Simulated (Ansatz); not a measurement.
`C#C[Si](F)(Cl)Cl` → F• + `C#C[Si](Cl)Cl`•  (homolysis of the F–Si bond)

Gas-phase electronic energies from Ansatz, PBE0-D4/def2-TZVP geometries. CBS: MP2 limit from def2 TZ/QZ plus the TZ coupled-cluster correction, frozen cores. This one scheme is used for every species, atoms too. Functionals use def2-TZVPP. HSE06 is defined as in plane-wave codes. Open shells (•) are unrestricted, without spin–orbit coupling. Spin–orbit coupling would lower the free atoms: a little for F.

```json
{"level": "LDA (SPW92)", "ΔE (kcal/mol)": "175.2", "difference from CCSD(T)/CBS": "15.5"}
{"level": "revPBE-D4", "ΔE (kcal/mol)": "148.6", "difference from CCSD(T)/CBS": "-11.1"}
{"level": "B97M-V", "ΔE (kcal/mol)": "155.7", "difference from CCSD(T)/CBS": "-4.0"}
{"level": "ωB97X-V", "ΔE (kcal/mol)": "156.9", "difference from CCSD(T)/CBS": "-2.8"}
{"level": "r2SCAN", "ΔE (kcal/mol)": "152.5", "difference from CCSD(T)/CBS": "-7.2"}
{"level": "HSE06", "ΔE (kcal/mol)": "150.2", "difference from CCSD(T)/CBS": "-9.5"}
{"level": "RPA@PBE/def2-TZVPP", "ΔE (kcal/mol)": "144.0", "difference from CCSD(T)/CBS": "-15.7"}
{"level": "CCSD/def2-TZVPP", "ΔE (kcal/mol)": "152.9", "difference from CCSD(T)/CBS": "-6.8"}
{"level": "HF/def2-QZVPP", "ΔE (kcal/mol)": "119.7", "difference from CCSD(T)/CBS": "-40.0"}
{"level": "CCSD/CBS(def2)", "ΔE (kcal/mol)": "157.6", "difference from CCSD(T)/CBS": "-2.1"}
{"level": "CCSD(T)/CBS", "ΔE (kcal/mol)": "159.7", "difference from CCSD(T)/CBS": "0"}
```

Largest T1 diagnostic among the species: 0.019.

Leaving LDA and LC-ωPBE aside and taking each functional with its dispersion term where it has one, the values, not all of them listed here, spread over 9.9 kcal/mol, from BHLYP-D4 to ωB97M-V. LDA lies +22.2 kcal/mol from PBE without D4, its usual overbinding. At CCSD(T), def2-SVP lies −14.0 kcal/mol from the extrapolated value and def2-TZVPP −4.7 kcal/mol: correlation converges slowly with the basis, and small sets miss more of it in the bonded molecule than in its fragments. The D4 term adds +1.4 kcal/mol with B3LYP and +0.7 kcal/mol with PBE0; it sums over pairs of atoms, weighted by their polarisabilities, and B3LYP, whose exchange is more repulsive, gets the larger term.

B3LYP here is the variant with VWN-RPA as its local correlation; programs differ in this.

CCSD(T)/CBS has its own doubt, a few kJ/mol and more with outer-core shells, so smaller differences from it don't rank the levels.
